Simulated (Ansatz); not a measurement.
```xyz
12

B    -1.099   -0.066    0.568
C     0.153    0.001   -0.412
C     0.181   -0.039   -1.891
O     1.265    0.102    0.195
Ge    0.415    0.086    1.996
H    -1.830    0.889    0.471
H    -1.681   -1.122    0.526
H    -0.438    0.778   -2.274
H    -0.301   -0.963   -2.223
H     1.194    0.029   -2.288
H     0.978    1.379    2.634
H     1.162   -1.075    2.697
```

The species carries charge 0 and has multiplicity 1. The bonds changed during the relaxation, so this is another structure than the one it started from.

Q: List the r2SCAN/def2-TZVPP orbital energies in eV (the Gaussian-basis code of Ansatz). (Estimate.)

A: Computed: Occupied: -10834.39, -1349.47, -1199.57, -1199.50, -1199.47, -517.18, -275.90, -273.57, -178.83, -167.63, -117.49, -117.26, -117.18, -30.81, -30.64, -30.60, -30.47, -30.42, -28.51, -20.09, -15.69, -14.95, -12.16, -11.95, -11.95, -10.95, -10.23, -9.83, -8.44, -7.79, -7.05, -6.52. Lowest empty: -2.34, -1.35, 0.60, 1.14, 1.41, 2.32, 2.72, 3.00.
